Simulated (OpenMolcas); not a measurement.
**Se II: effect of the active space**

```
Program             : OpenMolcas 26.06
Method              : CASSCF or its RAS form
Basis               : ANO-RCC-VQZP
Scalar Hamiltonian  : DKH2, point nucleus
Spin-orbit coupling : state interaction with AMFI integrals over the reference wave functions, term energies averaged over their components
```

A. 3 electrons in 3 orbitals (4p); 2S+1 = 4 odd, 1 root; 2S+1 = 2 odd, 8 roots; cost roughly 3 core-seconds
B. 5 electrons in 4 orbitals (4s 4p); 2S+1 = 4 odd, 1 root; 2S+1 = 2 odd, 8 roots; 2S+1 = 4 even, 3 roots; 2S+1 = 2 even, 9 roots; cost roughly 12 core-seconds
C. 5 electrons in 8 orbitals (4s 4p 5s 5p); 2S+1 = 4 odd, 1 root; 2S+1 = 2 odd, 8 roots; 2S+1 = 4 even, 3 roots; 2S+1 = 2 even, 9 roots; cost of the order of 21 core-seconds
D. 3 electrons in 9 orbitals (RAS2 4p; RAS3 4d 5s, at most 1 electron); 2S+1 = 4 odd, 1 root; 2S+1 = 2 odd, 8 roots; 2S+1 = 4 even, 18 roots; 2S+1 = 2 even, 54 roots; cost roughly 40 core-seconds
E. 5 electrons in 9 orbitals (RAS2 4s 4p; RAS3 4d, at most 2 electrons); 2S+1 = 4 odd, 1 root; 2S+1 = 2 odd, 8 roots; 2S+1 = 4 even, 3 roots; 2S+1 = 2 even, 8 roots; cost roughly 30 core-seconds

Energies in cm-1 above 4s2 4p3 4S* 3/2, the measured ground level; measured values from NIST Handbook of Basic Atomic Spectroscopic Data.

| Level | A | B | C | D | E | Measured |
| --- | --- | --- | --- | --- | --- | --- |
| 4s2 4p3 4S* 3/2 | 0.0 | 0.0 | 0.0 | 0.0 | 0.0 | 0.0 |
| 4s2 4p3 2D* 3/2 | 17492 | 17295 | 16835 | 17492 | 16642 | 13168 |
| 4s2 4p3 2D* 5/2 | 17889 | 17905 | 17499 | 17889 | 17098 | 13784 |
| 4s2 4p3 2P* 1/2 | 29568 | 25054 | 24258 | 29568 | 26780 | 23038 |
| 4s2 4p3 2P* 3/2 | 30100 | 25758 | 25014 | 30100 | 27339 | 23895 |

Deviations, from unrounded energies. A percentage is the sum of absolute deviations over the sum of measured energies, with the sign that they share, or ± where signs differ.

```json
{"Against measurement": "mean absolute deviation (cm-1)", "Levels": "4", "A": "5300", "B": "3000", "C": "2400", "D": "5300", "E": "3500"}
{"Against measurement": "other terms of the ground configuration (%)", "Levels": "4", "A": "+28.6", "B": "+16.4", "C": "+13.2", "D": "+28.6", "E": "+18.9"}
```

C lies closest to measurement on these levels and D furthest from it. The largest miss of C in the table is 4s2 4p3 2D* 5/2, by +3700 cm-1. The ranking rests on the paired levels alone, and a cruder setting can come out closer through cancelling errors.

Among A to E the level of the table that moves most is 4s2 4p3 2P* 1/2, by 5300 cm-1 (lowest in C, highest in D).

Without dynamic correlation excited terms often stand tens of per cent too high (terms of higher spin than the ground term too low), and those without a measured partner can miss by more than the paired ones. With the s shell closed, the reference lacks s² → p² mixing (holds for A; D). Active for correlation alone: 5p 5s; no level in the range computed is led by a configuration that fills them, so any true level of that kind is missing (holds for C). The run also gave levels led by 4s2 4p2 4d, which use shells meant for correlation; these and all levels above them are left out (holds for E). Measured partners are found by configuration, term and J. A level has none where our copy of the source lacks it or the pairing is in doubt (some pairs that miss far off the trend of their configuration count as doubtful), and it then counts in no deviation. Levels of configurations outside the active space are missing. The table leaves out levels that lie high or whose names do not pair safely across all columns.

* marks odd parity.
